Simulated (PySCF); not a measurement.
Isomers of C4H12N2OSi2, mass 160.049 u with the commonest isotopes. The calculation used PBE0/pcSseg-1 in PySCF (dipole) on a GFN2-xTB geometry, gas phase. One conformer each, none proved a minimum here; rigid rotors.

Task: Order these by rotational constant C, smallest first.
A. `[CH3:1]/[N:2]=[CH:3]\[CH2:4][C:5](=[O:6])[Si@H:7]([NH2:8])[SiH3:9]` with N2–C3–C4–C5 100°, C3–C4–C5–O6 86°, C4–C5–Si7–N8 -151°, C5–Si7–N8–H -20° and -163°
B. `[CH:1]#[C:2][CH2:3][CH2:4][Si:5]([NH2:6])([NH2:7])[O:8][SiH3:9]` with C2–C3–C4–Si5 177°, C3–C4–Si5–N6 -58°, C4–Si5–N6–H -52° and 172°, C4–Si5–N7–H 76° and -60°, C4–Si5–O8–Si9 -174°
C. `[CH3:1][C:2](=[O:3])[N:4]1[SiH2:5][CH2:6][NH:7][Si@H:8]1[CH3:9]` with C1–C2–N4–Si5 180°, C2–N4–Si5–C6 -179°, N4–Si5–C6–N7 -12°, Si5–C6–N7–Si8 23°, C6–N7–Si8–C9 -141°

Result: B (464.3 MHz), A (635.9 MHz), C (719.8 MHz).

Task: Order these by rotational constant B, smallest first.
A. `[CH3:1]/[N:2]=[CH:3]\[CH2:4][C:5](=[O:6])[Si@H:7]([NH2:8])[SiH3:9]` with N2–C3–C4–C5 100°, C3–C4–C5–O6 86°, C4–C5–Si7–N8 -151°, C5–Si7–N8–H -20° and -163°
B. `[CH:1]#[C:2][CH2:3][CH2:4][Si:5]([NH2:6])([NH2:7])[O:8][SiH3:9]` with C2–C3–C4–Si5 177°, C3–C4–Si5–N6 -58°, C4–Si5–N6–H -52° and 172°, C4–Si5–N7–H 76° and -60°, C4–Si5–O8–Si9 -174°
C. `[CH3:1][C:2](=[O:3])[N:4]1[SiH2:5][CH2:6][NH:7][Si@H:8]1[CH3:9]` with C1–C2–N4–Si5 180°, C2–N4–Si5–C6 -179°, N4–Si5–C6–N7 -12°, Si5–C6–N7–Si8 23°, C6–N7–Si8–C9 -141°

Result: B (502.9 MHz), A (916.6 MHz), C (1228 MHz).

Task: Order these by radius of gyration √(Σ m r²/M), largest first.
A. `[CH:1]#[C:2][CH2:3][CH2:4][Si:5]([NH2:6])([NH2:7])[O:8][SiH3:9]` with C2–C3–C4–Si5 177°, C3–C4–Si5–N6 -58°, C4–Si5–N6–H -52° and 172°, C4–Si5–N7–H 76° and -60°, C4–Si5–O8–Si9 -174°
B. `[CH3:1][C:2](=[O:3])[N:4]1[SiH2:5][CH2:6][NH:7][Si@H:8]1[CH3:9]` with C1–C2–N4–Si5 180°, C2–N4–Si5–C6 -179°, N4–Si5–C6–N7 -12°, Si5–C6–N7–Si8 23°, C6–N7–Si8–C9 -141°
C. `[CH3:1]/[N:2]=[CH:3]\[CH2:4][C:5](=[O:6])[Si@H:7]([NH2:8])[SiH3:9]` with N2–C3–C4–C5 100°, C3–C4–C5–O6 86°, C4–C5–Si7–N8 -151°, C5–Si7–N8–H -20° and -163°

Result: A (2.692 Å), C (2.321 Å), B (2.133 Å).

| SMILES | point group | Ia (u·Å²) | Ib (u·Å²) | Ic (u·Å²) | κ | μa (D) | μb (D) | μc (D) |
| --- | --- | --- | --- | --- | --- | --- | --- | --- |
| C#CCC[Si](N)(N)O[SiH3] | C1 | 225.79 | 1004.84 | 1088.52 | -0.96 | 1.05 | 0.76 | 0.15 |
| C/N=C\CC(=O)[Si@H](N)[SiH3] | C1 | 377.92 | 551.34 | 794.69 | -0.20 | 0.45 | 0.74 | 1.77 |
| CC(=O)N1[SiH2]CN[Si@H]1C | C1 | 343.19 | 411.44 | 702.07 | 0.35 | 3.03 | 2.03 | 0.35 |
